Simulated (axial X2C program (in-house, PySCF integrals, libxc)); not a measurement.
## Low determinants of Al

Computed with an in-house all-electron X2C program for linear molecules (integrals from PySCF), basis dyall-v3z (cores contracted in-house), spin-free (one-electron X2C) and two-component (2c, atomic mean-field Coulomb and Gaunt terms). Energies in eV from the lowest row of each column (rows without correlated energies are left out; n/a marks j-coupled starts, which PBE0 does not hold); electrons by l are Mulliken totals of the Hartree–Fock solution, and PBE0 can relax to another configuration under the same block occupation. Coupled cluster uses truncated natural virtuals with an MP2 remainder. Frozen shells in the correlated columns: 2 s, 1 p.

The low spin-free determinants:

```json
{"electrons by l": "s6 p7", "M_S, M_L": "1/2, 0", "HF": "0.00", "MP2": "0.00", "CCSD(T)": "0.00", "PBE0": "0.00"}
{"electrons by l": "s6 p7", "M_S, M_L": "1/2, 1", "HF": "0.08", "MP2": "0.00", "CCSD(T)": "0.00", "PBE0": "0.06"}
```

And the two-component ones:

```csv
electrons by l,2M_J,HF,MP2,CCSD(T),PBE0
s6 p7,1,0.00,0.00,0.00,n/a
s6 p7,1,0.12,0.00,0.00,0.06
s6 p7,1,0.05,0.00,0.01,0.00
s6 p7,3,0.13,0.01,0.01,0.07
```

Ground level as tabulated from the NIST Atomic Spectra Database (leading term): 2S+1 = 2, L = 1, J = 1/2.

Spin-free rows of one term, and 2c rows of one J level, should be degenerate; broken spherical symmetry, the missing current term of PBE0 and determinants that mix terms or J levels spread them. The search is wide but not exhaustive and can miss a configuration; gaps between s and d configurations can be off by some tenths of an eV with this basis and core.

The run took 8.4 s on 1 thread of Intel(R) Xeon(R) Processor @ 2.30GHz, on a shared host.
